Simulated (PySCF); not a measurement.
# Bond lengths and vibrations by method: FH3NSi2 cation

Calculated results; nothing here was measured. The program is PySCF 2.14.0, an open-source quantum chemistry code, run on an isolated molecule that a program drew, which may never have been made. The molecule is FH3NSi2 cation (charge +1, singlet), drawn as the SMILES string `F[SiH+]N=[SiH2]`.

The geometry was optimised and harmonic frequencies were computed with HF and MP2, all in the cc-pV(D+d)Z basis, for the commonest isotopes, with a restricted reference for singlets and an unrestricted one otherwise, and a frozen core in MP2. Each result is a local minimum of its method.

Geometry at the HF minimum:
```xyz
7
FH3NSi2 cation, angstrom
F    -2.4076   -0.5675    1.7929
Si   -1.1753   -1.5019    1.5525
N    -0.1929   -1.2738    0.3418
Si    0.7564   -0.9783   -0.9072
H    -1.0857   -2.5430    2.5547
H     0.4990   -1.5923   -2.2057
H     1.9156   -0.1018   -0.7760
```

Lengths of the bonds as drawn, in Å (atoms numbered as above):
| bond | HF | MP2 |
|---|---|---|
| F1-Si2 | 1.565 | 1.587 |
| Si2-N3 | 1.576 | 1.602 |
| N3-Si4 | 1.596 | 1.618 |
| Si2-H5 | 1.448 | 1.456 |
| Si4-H6 | 1.459 | 1.465 |
| Si4-H7 | 1.459 | 1.465 |

Rotational constants, in GHz:
```
constant,HF,MP2
A,21.69,21.42
B,1.964,1.901
C,1.842,1.785
```

Harmonic frequencies in cm^-1, each column in rising order, so a row needn't be the same motion in every method:
```
rank    HF   MP2
   1   114    99
   2   141   124
   3   185   206
   4   382   347
   5   641     ?
   6   680   630
   7   751   706
   8   796   731
   9   900   842
  10  1020   975
  11  1065  1007
  12  1530  1453
  13  2431  2366
  14  2464  2410
  15  2510  2437
```

**Estimate the missing MP2 frequency from the HF column.**

A single factor s that minimises the squared misfit of MP2 against s times HF over the other rows is sum(HF x MP2) / sum(HF^2) = 0.9653, with an rms misfit of 23 cm^-1. For rank 5 it gives 0.9653 x 641 = 619 cm^-1. The calculation gives 579 cm^-1, 40 cm^-1 below the estimate. The drawn bonds are on average 1.0 % longer in MP2 than in HF.
